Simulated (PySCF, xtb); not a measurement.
F2H5NSi2, SMILES F[SiH2]N[SiH2]F.

GFN2-xTB (xtb 6.7.1) at its own geometry gives an orbital gap of 5.48 eV and a dipole moment of 1.67 D.

Coordinates come from a PBE-D3(BJ)/def2-SVP optimisation. The structure was generated by enumeration, and PubChem lists no compound with its InChIKey, so it may never have been made. The values are those of a single conformer.

Question: What does PySCF with PBE/def2-TZVP give? (The exact figures need the calculation; the answer reports its results.)

Answer: gap 6.52 eV (levels -7.29 and -0.77 eV), dipole 1.02 D.
